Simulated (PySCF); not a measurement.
P (phosphorus, neutral) across methods

[Ne] 3s2 3p3, high-spin 4S determinant. Calculation: PySCF 2.14, in ANO-RCC-VTZP (5s4p2d1f, 34 functions); the spin-free X2C one-electron Hamiltonian (Gaussian nucleus).

```tsv
method	E (hartree)	mean ε 3s α (eV)	mean ε 3s β (eV)	mean ε 3p α (eV)	Σ⟨r²⟩ (bohr²)	⟨S²⟩
LDA	-340.8054	-14.795	-12.333	-6.290	30.60	3.751
wB97X-V	-342.0317	-19.794	-15.903	-9.723	30.20	3.750
PBE0	-341.9644	-16.984	-13.217	-7.525	30.11	3.750
PBE	-341.9341	-14.813	-12.085	-6.289	30.37	3.751
BHandHLYP	-342.0968	-18.866	-14.471	-8.436	30.15	3.751
M06-2X	-342.0774	-18.339	-14.446	-8.343	30.14	3.752
UHF	-341.53338	-22.830	-15.217	-10.653	30.25	3.751
MN15	-342.0868	-16.923	-13.688	-7.905	30.37	3.750
```

(1) Estimate the same row for r2SCAN.

Answers

(1) E (hartree) = -342.0661; mean ε 3s α (eV) = -15.669; mean ε 3s β (eV) = -12.014; mean ε 3p α (eV) = -6.687; Σ⟨r²⟩ (bohr²) = 30.02; ⟨S²⟩ = 3.750.
